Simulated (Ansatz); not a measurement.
A nudged elastic band was laid between two geometries of AsH3 + BF2HO (9 atoms, charge 0, multiplicity 1).

These are results of Ansatz 0.2.0, RKS PBE-D4/def2-SVP, not measurements.

```json
{
 "movable images": "7",
 "climbing image": "yes",
 "spring": "5.0 eV/Å²",
 "optimiser": "quadratic models (default)",
 "start path": "through a guess of the saddle point",
 "force threshold": "0.05 eV/Å",
 "iteration limit": "60",
 "end points": "relaxed"
}
```

Initial state:

```xyz
9
Properties=species:S:1:pos:R:3
B -1.323 -0.904 0.313
O -1.941 0.303 0.336
F -1.498 -1.779 -0.685
F -0.519 -1.241 1.319
H 0.689 0.923 -0.468
As 2.024 0.161 -0.348
H -2.486 0.447 -0.459
H 2.280 0.777 1.038
H 2.775 1.313 -1.044
```

Final state:

```xyz
9
Properties=species:S:1:pos:R:3
B -0.270 -0.846 0.207
O -1.111 0.715 0.192
F -0.873 -1.440 -0.876
F -0.609 -1.363 1.412
H -0.425 1.321 -0.167
As 1.771 -0.379 -0.057
H -1.775 0.611 -0.525
H 1.777 0.739 1.006
H 1.514 0.641 -1.192
```

**Question.** Which bonds break or form, and what moves?

**Answer.** Bonds broken: H5–As6. Bonds formed: B1–As6, O2–H5. AsH3 + BF2HO becomes AsBF2H4O.

**Question.** Give the energies along the band, and the barrier.

**Answer.** The forces met the threshold. The highest image is number 6 of 0 to 8, 1.60 eV above the first end and 0.66 eV above the last; the last end lies 0.94 eV above the first. A vibrational analysis at the climbing image gives one clearly imaginary mode, 1067i cm⁻¹: a first-order saddle point. The orbitals stay closed-shell, which can raise the energy where a bond breaks towards radicals; this wasn't checked here.

```tsv
image	path coordinate (Å)	energy (eV)	H5–As6 (Å)	B1–As6 (Å)	O2–H5 (Å)
0	0.00	0.00	1.54	3.57	2.82
1	0.55	0.00	1.54	3.53	2.75
2	1.09	0.01	1.54	3.54	2.73
3	1.64	0.03	1.54	3.37	2.44
4	2.18	0.18	1.54	3.05	2.14
5	2.73	0.73	1.59	2.66	1.78
6	3.27	1.60	1.90	2.33	1.27
7	3.78	1.08	2.36	2.18	1.01
8	4.29	0.94	2.78	2.11	0.98
```

**Question.** What is the geometry of the highest image?

**Answer.** 
```xyz
9
Properties=species:S:1:pos:R:3
B -0.594 -0.770 0.205
O -1.272 0.608 0.253
F -0.926 -1.460 -0.915
F -0.643 -1.397 1.395
H -0.025 0.722 0.066
As 1.645 -0.183 -0.071
H -1.701 0.759 -0.616
H 1.874 0.940 0.955
H 1.641 0.781 -1.271
```

**Question.** What are the harmonic wavenumbers there?

**Answer.** 1067i, 125, 178, 185, 315, 350, 395, 439, 517, 590, 600, 838, 927, 967, 1032, 1147, 1355, 1490, 2124, 2150, 3650 cm⁻¹.

The band took 17 iterations and of the order of 6 core-minutes.

The run took 3 min on 2 threads of Arm Neoverse V2, on a shared host, peak memory 0.14 GiB.
